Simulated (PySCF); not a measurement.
**Do core-level shifts follow atomic charges?**

C7H14P (charge +1).
SMILES with atom numbers: `[CH:1]#[C:2][CH2:3][PH2+:4][CH2:5][CH2:6][CH2:7][CH3:8]`

Binding energies: delta-SCF UKS SCAN, pcX-2 on the ionised atom, pcseg-1 elsewhere, spin-free X2C (PySCF 2.14.0). Charges: PBE0/pcSseg-1 ground-state density, for the ionised atom.

```tsv
atom	environment	C 1s (eV)	Mulliken (e)	IAO (e)	Hirshfeld (e)	ESP (e)
C8	methyl carbon	293.78	-0.261	-0.411	-0.102	-0.427
C7	chain CH2 carbon	294.44	-0.340	-0.248	-0.061	+0.174
C1	terminal alkyne carbon	294.49	-0.251	-0.149	-0.045	-0.445
C2	alkyne carbon	294.94	+0.105	-0.081	-0.050	+0.118
C6	chain CH2 carbon	294.94	-0.237	-0.252	-0.051	-0.026
C5	sp3 carbon bound to phosphorus	295.91	-0.461	-0.457	-0.071	-0.309
C3	sp3 carbon bound to phosphorus	296.78	-0.368	-0.454	-0.055	-0.331
```

Question: Give the correlation coefficient and slope of binding energy on charge for each scheme.

Answer: Hirshfeld: r = 0.37, slope 19.2 eV per e; ESP: r = -0.11, slope -0.4 eV per e; Mulliken: r = -0.33, slope -1.9 eV per e; IAO: r = -0.45, slope -3.0 eV per e. On 7 points no scheme stands out.

Question: The point-charge model writes a binding energy as kq + V + constant, with V the potential of the other atoms' charges at the site. What does it give with the Hirshfeld charges?

Answer: V = Σ 14.40 eV Å × q/r over all other atoms: +4.78 eV at C8, +4.77 eV at C7, +4.50 eV at C1, +4.74 eV at C2, +5.48 eV at C6, +7.63 eV at C5, +7.37 eV at C3. Fitting binding energy − V to q gives k = 20.5 eV per e and leaves an rms residual of 0.47 eV, against 0.86 eV for the fit on q alone. The model has no term for differences in relaxation between sites.

Spin contamination (⟨S²⟩ against 0.75 for a pure doublet) is marked for C 1s of C1 (0.85) and C 1s of C2 (0.86), which makes these values less certain. The species carries charge +1, so core ionisation leaves charge +2. Geometry: PBE0-D3(BJ)/def2-SVP, one conformer, isolated ion.

The values belong to the conformer `[CH:1]#[C:2][CH2:3][PH2+:4][CH2:5][CH2:6][CH2:7][CH3:8]`: C2–C3–P4–C5 -179°, C3–P4–C5–C6 -167°, P4–C5–C6–C7 -57°, C5–C6–C7–C8 -174°.
